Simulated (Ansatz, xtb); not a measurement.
## C2H8GeO2Si: 4 structures ranked

4 gas-phase structures of C2H8GeO2Si, from a drawn sample of its isomers (lower ones may exist). Each was relaxed with GFN2-xTB:

A. `[SiH3][O][Ge@@H]1[CH2]C[O]1`, a singlet
B. `C1C[O][GeH2][SiH2]O1`, a singlet
C. `[CH3][Ge@@H]1[CH2]O[SiH2][O]1`, a singlet
D. `[CH3][Ge@@H]1[O]C[SiH2][O]1`, a singlet

Problem. Estimate their order in r2SCAN-D4/def2-SVP energy at these geometries, lowest first.

Solution. Calculated order at r2SCAN-D4/def2-SVP: C (0.0), D (9.4), A (30.3), B (38.5) kcal/mol.

Energies above the lowest of each column, in kcal/mol; the last columns are at B3LYP/def2-SVP geometries and were run for some of them only (a dash: not run or not comparable):

```tsv
structure	GFN2-xTB	HF/STO-3G	r2SCAN-D4/def2-SVP	B3LYP/def2-SVP	CCSD(T)/def2-SVP + ΔMP2/def2-TZVPP
C	0.0	0.0	0.0	0.0	0.0
D	19.7	0.4	9.4	10.5	12.9
A	27.1	29.7	30.3	29.3	32.5
B	22.4	27.5	38.5	–	–
```

Every level run on C puts it lowest or level with the lowest. Flexible structures stand in one conformer each, not always the lowest. Frequencies (GFN2-xTB) were run for A, C, D alone. The ΔMP2 step shifts differences by up to 4.8 kcal/mol, which makes them less sure. ΔMP2 is the change of the MP2 energy from the smaller to the larger basis.

Over these structures GFN2-xTB departs from r2SCAN-D4/def2-SVP by 7.4 kcal/mol on average once a common shift is removed. A GFN2-xTB relaxation took about 0.24 s and the r2SCAN-D4/def2-SVP energy about 4.2 s on a shared host (Ansatz 0.2.0, xtb 6.7.1).
